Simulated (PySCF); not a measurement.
**Computed vibrations of [Yb(HCN)]2+**

[Yb(HCN)]2+ (singlet). PySCF 2.14.0, RKS PBE0, Yb def2-SVP with ECP28, N def2-SVP, C def2-SVP, H def2-SVP; non-relativistic Hamiltonian with scalar-relativistic core potentials where named; density fitting; no spin-orbit coupling. Central differences of gradients.

```xyz
4

Yb    0.0000    0.0000   -0.3951
N     0.0000    0.0000    1.9477
C     0.0000    0.0000    3.1010
H     0.0000    0.0000    4.1968
```

Run from Python with OMP_NUM_THREADS=2. Where DIIS fails, smearing, a level shift and second-order steps follow.
It took 37 s on 2 threads of Arm Neoverse V2 (shared host).

Task: What are the harmonic wavenumbers and infrared intensities?

Result: Modes are labelled in C∞v; negative numbers are unstable modes, those under 60 cm⁻¹ near the noise; a finer grid moves soft modes by up to 10 cm⁻¹.
```
cm⁻¹  km/mol  symmetry
 211    61.0         π
 211    61.0         π
 289    13.7        σ+
 850    19.4         π
 850    19.4         π
2246   232.0        σ+
3341   172.7        σ+
```

Task: Is this a minimum?

Result: Yes. Ideal gas at 298.15 K and 1 bar: S = 273.4 J/(mol K), Cp = 56.3 J/(mol K), H − H(0 K) = 13.0 kJ/mol (rigid rotor, harmonic modes, spin degeneracy alone).
